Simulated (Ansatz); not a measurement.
`O[SiH](O)[SiH3]`. Total charge 0; spin multiplicity 1.

Cartesian coordinates in Å:
```
O -0.715 1.829 0.329
Si 0.028 0.622 -0.513
O -0.958 -0.078 -1.631
Si 0.688 -1.146 0.877
H -1.445 1.586 0.900
H 1.160 1.322 -1.172
H -1.248 0.462 -2.369
H -0.494 -1.689 1.604
H 1.670 -0.663 1.885
H 1.313 -2.245 0.092
```

Task: List the harmonic frequencies (cm⁻¹, unscaled) at PBE0-D4/def2-TZVP in Ansatz. (An estimate is asked.)

Result: Computed: 82, 145, 193, 252, 289, 359, 426, 509, 515, 749, 784, 834, 857, 897, 914, 932, 939, 951, 2208, 2214, 2224, 2229, 3903, 3915.

Task: Is this a minimum?

Result: Yes, all 24 modes are real.

Task: Give the ideal-gas thermochemistry at 298.15 K and 1 bar (rigid rotor, harmonic oscillator; point group C1, symmetry number 1).

Result: Zero-point energy 163.4 kJ/mol; H(298) − E = 185.2 kJ/mol; entropy 346.4 J/(mol·K), of which translation 165.5, rotation 111.0, vibration 69.8; G(298) − E = 82.0 kJ/mol. Modes under 100 cm⁻¹ are hindered rotations or soft bends, so the harmonic entropy is rough.

Task: Rotational constants (cm⁻¹)?

Result: 0.2056, 0.0954, 0.07305.
